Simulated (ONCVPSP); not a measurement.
Pseudopotential generation for La (Z = 57): ONCV, LDA (Perdew-Wang 92), scalar-relativistic.

ONCVPSP 4.0.1 was run on this input:

```
# ATOM AND REFERENCE CONFIGURATION
# atsym  z   nc   nv     iexc    psfile
  La 57.00    9    4  -001012      upf
#
#   n    l    f
    1    0    2.00
    2    0    2.00
    2    1    6.00
    3    0    2.00
    3    1    6.00
    3    2   10.00
    4    0    2.00
    4    1    6.00
    4    2   10.00
    5    0    2.00
    5    1    6.00
    5    2    2.00
    6    0    1.00
#
# PSEUDOPOTENTIAL AND OPTIMIZATION
# lmax
    3
#
#   l,   rc,      ep,       ncon, nbas, qcut
    0    2.85    0.00    4    8    3.40
    1    2.20    0.00    4    9    6.10
    2    3.25    0.00    4    8    5.20
    3    3.45    0.37    3    7    3.20
#
# LOCAL POTENTIAL
# lloc, lpopt,  rc(5),   dvloc0
    4    4    2.15    0.00
#
# VANDERBILT-KLEINMAN-BYLANDER PROJECTORs
# l, nproj, debl
    0    2    2.70
    1    2    3.10
    2    1    4.00
    3    2    3.20
#
# MODEL CORE CHARGE
# icmod, fcfact, rcfact
    0    0.00    0.00
#
# LOG DERIVATIVE ANALYSIS
# epsh1, epsh2, depsh
   -3.00    5.00    0.02
#
# OUTPUT GRID
# rlmax, drl
    6.00    0.01
#
# TEST CONFIGURATIONS
# ncnf
    4
# nvcnf
#   n    l    f
    4
    5    0    2.00
    5    1    6.00
    5    2    1.00
    6    0    2.00
#
    4
    5    0    2.00
    5    1    6.00
    5    2    1.00
    6    0    1.00
#
    4
    5    0    2.00
    5    1    6.00
    5    2    1.00
    6    0    0.00
#
    4
    5    0    2.00
    5    1    6.00
    5    2    1.50
    6    0    1.50
#
```

Command:

```bash
oncvpsp.x < La.dat > La.out
```

The program printed (shortened: citation, most of the input echo, consistency checks and plot data are left out):

```
ONCVPSP  (Optimized Norm-Conservinng Vanderbilt PSeudopotential)
scalar-relativistic version 4.0.1

#   n    l    f        energy (Ha)
    1    0    2.00    -1.4225884E+03
    2    0    2.00    -2.2645009E+02
    2    1    6.00    -2.0305452E+02
    3    0    2.00    -4.8370923E+01
    3    1    6.00    -4.0899404E+01
    3    2   10.00    -3.0135625E+01
    4    0    2.00    -9.7074215E+00
    4    1    6.00    -7.2755298E+00
    4    2   10.00    -3.7557785E+00
    5    0    2.00    -1.3789120E+00
    5    1    6.00    -7.7303849E-01
    5    2    2.00    -8.3669688E-02
    6    0    1.00    -1.2142431E-01

Reference configufation results
  iterations    26
  all-electron total energy (Ha)   -8.48684199D+03

Begin loop to  construct optimized pseudo wave functions
and semi-local pseudopoentials for all angular momenta

Calculating optimized projector #   1

 for l=   0

    Fraction of norm inside rc  0.981606
    Optimizing pswf for qcut=   3.40 a_B^-1,  ecut=   5.78 Ha
    Residual kinetic energy error=  3.26D-05 Ha

    Energy error per electron        Cutoff
         Ha          eV             Ha
         0.01000     0.27211        2.05
         0.00100     0.02721        2.71
         0.00010     0.00272        4.57
         0.00001     0.00027       16.54

Calculating optimized projector #   2

 for l=   0

    Fraction of norm inside rc  0.113040
    Optimizing pswf for qcut=   3.40 a_B^-1,  ecut=   5.78 Ha
    Residual kinetic energy error=  1.15D-04 Ha

    Energy error per electron        Cutoff
         Ha          eV             Ha
         0.01000     0.27211        1.61
         0.00100     0.02721        2.82
         0.00010     0.00272        5.95
         0.00001     0.00027       24.39

   Wellstate for l =  1  n =  7
     eigenvalue =   2.3270
     asymptotic potential =   2.8270
     half-point radius =  3.5576

Calculating optimized projector #   1

 for l=   1

    Fraction of norm inside rc  0.762450
    Optimizing pswf for qcut=   6.10 a_B^-1,  ecut=  18.63 Ha
    Residual kinetic energy error=  1.15D-06 Ha

    Energy error per electron        Cutoff
         Ha          eV             Ha
         0.01000     0.27211        8.10
         0.00100     0.02721       12.12
         0.00010     0.00272       14.78
         0.00001     0.00027       16.69

Calculating optimized projector #   2

 for l=   1

    Fraction of norm inside rc  0.169116
    Optimizing pswf for qcut=   6.10 a_B^-1,  ecut=  18.63 Ha
    Residual kinetic energy error=  4.61D-05 Ha

    Energy error per electron        Cutoff
         Ha          eV             Ha
         0.01000     0.27211       10.39
         0.00100     0.02721       14.45
         0.00010     0.00272       17.57
         0.00001     0.00027       34.28

Calculating optimized projector #   1

 for l=   2

    Fraction of norm inside rc  0.598237
    Optimizing pswf for qcut=   5.20 a_B^-1,  ecut=  13.54 Ha
    Residual kinetic energy error=  2.21D-09 Ha

    Energy error per electron        Cutoff
         Ha          eV             Ha
         0.01000     0.27211        4.14
         0.00100     0.02721        6.07
         0.00010     0.00272        7.79
         0.00001     0.00027        9.27

WARNING wellstate: localized bound state found for n= 4 l= 3
WARNING this state with energy -0.11105521
WARNING will be used for the first projector

   Wellstate for l =  3  n =  8
     eigenvalue =   3.0889
     asymptotic potential =   3.5889
     half-point radius =  5.3821

Calculating optimized projector #   1

 for l=   3

    Fraction of norm inside rc  0.984289
    Optimizing pswf for qcut=   3.20 a_B^-1,  ecut=   5.11 Ha
    Residual kinetic energy error=  3.66D-02 Ha

    Energy error per electron        Cutoff
         Ha          eV             Ha
         0.01000     0.27211       11.65
         0.00100     0.02721       25.19
         0.00010     0.00272       55.64

Calculating optimized projector #   2

 for l=   3

    Fraction of norm inside rc  0.284684
    Optimizing pswf for qcut=   3.20 a_B^-1,  ecut=   5.11 Ha
    Residual kinetic energy error=  1.30D-01 Ha

    Energy error per electron        Cutoff
         Ha          eV             Ha
         0.01000     0.27211       15.01
         0.00100     0.02721       28.26
         0.00010     0.00272       55.52

Construct Vanderbilt / Kleinmman-Bylander projectors

B matrix Hermiticity error, ll=   0
   1   2    7.9864E-05

  Orthonormal projector coefficients  1.9511E+00  4.8281E-01

B matrix Hermiticity error, ll=   1
   1   2   -3.0525E-04

  Orthonormal projector coefficients  2.2533E+00 -4.3204E-01

B matrix Hermiticity error, ll=   3
   1   2   -2.8965E-04

  Orthonormal projector coefficients  3.9266E+00 -1.6212E+00

Pseudoatom total energy  -31.823517

Diagnostic tests using Vanderbilt-Kleinman-Bylander pseudopotentials
  1 or more projectors used as specified by nproj input data

   l    rcore       rmatch      e in        delta e   norm test  slope test

   0   2.8576579   2.9444226  -1.3789120   0.0000005   1.0000948   1.0000857
   0   2.8576579   2.9444226  -0.1214243   0.0000004   1.0000158   1.0000129

   1   2.2095156   2.2766012  -0.7730385  -0.0000063   1.0001871   1.0001904
   1   2.2095156   2.2766012   2.3269615   0.0000135   0.9996390   0.9996390

   2   3.2596113   3.3585801  -0.0836697  -0.0000000   1.0000002   1.0000018

   3   3.4605539   3.5656238  -0.1110552  -0.0000894   0.9963732   0.9961620
run_diag: lschvkbbe ERROR   2   6   3  60  3.08894479E+00  3.44783927E+00
   3   3.4605539   3.5656238   3.0889448   0.3588945   0.1549296   1.1461727

 Testing for bound ghosts
   n   l    E NL Schr. Eq   E Basis Diag.   E Cutoff

   1   0       -1.378911       -1.378911     32.51
   2   0       -0.121424       -0.112853     32.51

   2   1       -0.773045       -0.773010     81.02

   3   2       -0.083670       -0.082743     24.27

   4   3       -0.111145       -0.110212     24.86

 Testing for highly-localized positive-energy ghosts
       l    <radius>/rc     E Basis Diag.   E Cutoff

Test configuration 0

   n   l     f        eae           eps        diff
   1   0  2.0000-1422.58840396
   2   0  2.0000 -226.45009239
   2   1  6.0000 -203.05452313
   3   0  2.0000  -48.37092310
   3   1  6.0000  -40.89940416
   3   2 10.0000  -30.13562476
   4   0  2.0000   -9.70742149
   4   1  6.0000   -7.27552977
   4   2 10.0000   -3.75577853
   5   0  2.0000   -1.37891201   -1.37891148    5.24D-07
   5   1  6.0000   -0.77303849   -0.77304476   -6.27D-06
   5   2  2.0000   -0.08366969   -0.08366973   -4.24D-08
   6   0  1.0000   -0.12142431   -0.12142392    3.88D-07

    Total energies and differences
      AE_ref= -8.48684199D+03  AE_tst= -8.48684199D+03  dif=  0.00D+00
      PS_ref= -3.18235167D+01  PS_tst= -3.18235167D+01  dif= -3.55D-15
      PSP excitation error=  3.55D-15

Test configuration 1

   n   l     f        eae           eps        diff
   1   0  2.0000-1422.64643544
   2   0  2.0000 -226.51120768
   2   1  6.0000 -203.11544790
   3   0  2.0000  -48.43135200
   3   1  6.0000  -40.95983079
   3   2 10.0000  -30.19632039
   4   0  2.0000   -9.76725850
   4   1  6.0000   -7.33535285
   4   2 10.0000   -3.81567824
   5   0  2.0000   -1.43585263   -1.43394031    1.91D-03
   5   1  6.0000   -0.82606748   -0.82568086    3.87D-04
   5   2  1.0000   -0.11774910   -0.11794171   -1.93D-04
   6   0  2.0000   -0.14012889   -0.14002151    1.07D-04

    Total energies and differences
      AE_ref= -8.48684199D+03  AE_tst= -8.48687239D+03  dif= -3.04D-02
      PS_ref= -3.18235167D+01  PS_tst= -3.18538502D+01  dif= -3.03D-02
      PSP excitation error= -6.36D-05

Test configuration 2

   n   l     f        eae           eps        diff
   1   0  2.0000-1422.86569112
   2   0  2.0000 -226.72973320
   2   1  6.0000 -203.33400137
   3   0  2.0000  -48.64989461
   3   1  6.0000  -41.17837119
   3   2 10.0000  -30.41482674
   4   0  2.0000   -9.98548351
   4   1  6.0000   -7.55351775
   4   2 10.0000   -4.03369482
   5   0  2.0000   -1.65234494   -1.65136252    9.82D-04
   5   1  6.0000   -1.04149987   -1.04115965    3.40D-04
   5   2  1.0000   -0.31919522   -0.31923065   -3.54D-05
   6   0  1.0000   -0.31597326   -0.31585501    1.18D-04

    Total energies and differences
      AE_ref= -8.48684199D+03  AE_tst= -8.48664609D+03  dif=  1.96D-01
      PS_ref= -3.18235167D+01  PS_tst= -3.16276420D+01  dif=  1.96D-01
      PSP excitation error=  2.28D-05

Test configuration 3

   n   l     f        eae           eps        diff
   1   0  2.0000-1423.12150681
   2   0  2.0000 -226.98449217
   2   1  6.0000 -203.58879519
   3   0  2.0000  -48.90456942
   3   1  6.0000  -41.43304208
   3   2 10.0000  -30.66946812
   4   0  2.0000  -10.23942018
   4   1  6.0000   -7.80733226
   4   2 10.0000   -4.28722561
   5   0  2.0000   -1.90249656   -1.90321596   -7.19D-04
   5   1  6.0000   -1.28919513   -1.28907112    1.24D-04
   5   2  1.0000   -0.54617295   -0.54605531    1.18D-04

    Total energies and differences
      AE_ref= -8.48684199D+03  AE_tst= -8.48623645D+03  dif=  6.06D-01
      PS_ref= -3.18235167D+01  PS_tst= -3.12180095D+01  dif=  6.06D-01
      PSP excitation error=  3.10D-05

Test configuration 4

   n   l     f        eae           eps        diff
   1   0  2.0000-1422.61558453
   2   0  2.0000 -226.47871629
   2   1  6.0000 -203.08305712
   3   0  2.0000  -48.39924878
   3   1  6.0000  -40.92772860
   3   2 10.0000  -30.16407154
   4   0  2.0000   -9.73551591
   4   1  6.0000   -7.30362321
   4   2 10.0000   -3.78391983
   5   0  2.0000   -1.40582611   -1.40487802    9.48D-04
   5   1  6.0000   -0.79814332   -0.79794110    2.02D-04
   5   2  1.5000   -0.09967099   -0.09974021   -6.92D-05
   6   0  1.5000   -0.13034232   -0.13028248    5.98D-05

    Total energies and differences
      AE_ref= -8.48684199D+03  AE_tst= -8.48685911D+03  dif= -1.71D-02
      PS_ref= -3.18235167D+01  PS_tst= -3.18406433D+01  dif= -1.71D-02
      PSP excitation error=  4.84D-06
```

The run took about 7.9 s on one core of a shared server CPU.
